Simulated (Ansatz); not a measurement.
System: SeF$_{3}$, charge 0, multiplicity 2. It need not be the lowest isomer of its formula. SMILES: F[Se](F)F
Geometry: optimised at B3LYP-D3(BJ)/def2-TZVP (Ansatz, an electronic-structure program).

Quantity: vertical electron affinity (to the singlet state of charge -1; a negative value means that the extra electron is unbound and the number depends on the basis; each state is the SCF solution reached for its spin), in eV. Cores are frozen in the correlated levels unless marked. UHF or UKS for open shells. Spin-orbit coupling is left out. Frozen are the shells of the preceding noble gas and the d and f shells that filled before the atom's block. No relativistic terms. Anions need diffuse functions: aug- sets have them; def2-D sets add few. CBS marks a two-point X^-3 extrapolation of the correlation energy; Hartree-Fock from the larger set. [CCSD(T)-MP2]/basis is that difference in the basis named.

```csv
level,program,vertical electron affinity (eV)
SVWN5/def2-TZVPD,Ansatz,(withheld)
PBE/def2-TZVPD,Ansatz,2.44
r2SCAN/def2-TZVPD,Ansatz,2.56
B3LYP/def2-TZVPD,Ansatz,(withheld)
PBE0/def2-TZVPD,Ansatz,2.72
CAM-B3LYP/def2-TZVPD,Ansatz,2.92
"RI-MP2/CBS(aug-cc-pVTZ,aug-cc-pVQZ)+[CCSD(T)-MP2]/aug-cc-pVDZ",Ansatz,2.96
```

Complete the blanks.


- SVWN5/def2-TZVPD, vertical electron affinity (eV): 2.71
- B3LYP/def2-TZVPD, vertical electron affinity (eV): 2.79
